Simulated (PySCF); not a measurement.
SMILES C=CCCC(F)(F)F (C₅H₇F₃), singlet, GFN2-xTB optimised geometry.

```
15

C      1.88    -1.63     0.93
C      1.14    -1.06     0.00
C     -0.36    -1.06     0.00
C     -0.90     0.37     0.00
C     -2.41     0.38    -0.03
F     -2.91     1.63    -0.03
F     -2.96    -0.24     1.02
F     -2.91    -0.22    -1.13
H      2.96    -1.61     0.89
H      1.44    -2.14     1.77
H      1.60    -0.55    -0.84
H     -0.73    -1.59     0.88
H     -0.72    -1.57    -0.90
H     -0.59     0.90     0.90
H     -0.55     0.92    -0.88
```

Density from PBE/def2-TZVP (PySCF) at that geometry.

Minimum of the electron density along straight lines between bonded atoms, close to the bond critical point (lines longer than 1.1 times the sum of covalent radii, or with two minima, are not listed):

```
bond    length / Å  ρ at the minimum / e bohr⁻³  ∇²ρ there / e bohr⁻⁵  position (fraction from the first atom)
------  ----------  ---------------------------  --------------------  ---------------------------------------
C1–C2        1.319                        0.358                 -1.09                                     0.50
C2–C3        1.497                        0.258                 -0.65                                     0.50
C3–C4        1.533                        0.238                 -0.55                                     0.49
C4–C5        1.513                        0.263                 -0.68                                     0.46
C5–F6        1.344                        0.284                 -0.52                                     0.35
C5–F7        1.342                        0.285                 -0.51                                     0.35
C5–F8        1.342                        0.285                 -0.52                                     0.35
C1–H9        1.076                        0.286                 -1.00                                     0.64
C1–H10       1.078                        0.285                 -0.99                                     0.64
C2–H11       1.082                        0.284                 -0.99                                     0.64
C3–H12       1.091                        0.279                 -0.94                                     0.64
C3–H13       1.094                        0.276                 -0.92                                     0.64
C4–H14       1.092                        0.278                 -0.94                                     0.64
C4–H15       1.092                        0.278                 -0.94                                     0.64
```
